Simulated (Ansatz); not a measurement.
C$_{4}$H$_{9}$Cl$_{3}$Sn, singlet, geometry from GFN2-xTB (such geometries of metal compounds can be far from the true shape) (all electrons, no relativity); PBE0/STO-3G (Ansatz, a program for electronic structure).

Here is a job for Ansatz.
Ansatz 0.2 input:
```yaml
crystal:
  periodic: [false, false, false]
  atoms:
    - {symbol: C, position_ang: [-4.39186046, -0.36271527, -0.12209630]}
    - {symbol: C, position_ang: [-2.97975254, -0.39734081, -0.68999203]}
    - {symbol: C, position_ang: [-2.18587318, -1.58037032, -0.14581249]}
    - {symbol: C, position_ang: [-0.80115302, -1.68762794, -0.71354593]}
    - {symbol: Sn, position_ang: [0.58388813, -0.00659587, -0.01644072]}
    - {symbol: Cl, position_ang: [0.70422409, 1.83088088, -1.47269867]}
    - {symbol: Cl, position_ang: [-0.05877016, 0.86869545, 2.06551217]}
    - {symbol: Cl, position_ang: [2.80112772, -0.71700956, 0.26810920]}
    - {symbol: H, position_ang: [-4.93380889, -1.26925862, -0.38393982]}
    - {symbol: H, position_ang: [-4.93885832, 0.48928349, -0.51664614]}
    - {symbol: H, position_ang: [-4.36369763, -0.27910897, 0.96171888]}
    - {symbol: H, position_ang: [-2.46428360, 0.53153745, -0.42727938]}
    - {symbol: H, position_ang: [-3.02194787, -0.45831259, -1.77969678]}
    - {symbol: H, position_ang: [-2.14983028, -1.52648620, 0.94523797]}
    - {symbol: H, position_ang: [-2.70967763, -2.50971708, -0.40169133]}
    - {symbol: H, position_ang: [-0.27435719, -2.58008738, -0.38609232]}
    - {symbol: H, position_ang: [-0.77799848, -1.60336543, -1.79658010]}
basis:
  gaussian:
    orbitals: STO-3G
hamiltonian:
  xc: pbe0
```

Output, abridged:

```
Functional definition: PBE0
1067 factors; integrals over basis functions are off by at most 5.1e-5 eV
mean field evaluation 1: about -203708.2153 eV, gradient 2.1e1 eV
mean field evaluation 2: about -203709.6213 eV, gradient 1.6e1 eV
mean field evaluation 4: about -203711.0244 eV, gradient 8.0e-1 eV
mean field evaluation 8: about -203710.9735 eV, gradient 8.3e-3 eV
mean field -203710.97354775 eV, -7486.2401976225 hartree, gradient 5.8e-5 eV, S^2 0.000000; 0 other end points of the search recorded, 0 dependent functions left out
reference -203710.97357244 eV, -7486.2401985299 hartree; 67, 67 occupied and 16, 16 virtual orbitals, 1067 factors
Total energy: -203710.97357244 eV, -7486.2401985299 hartree
```
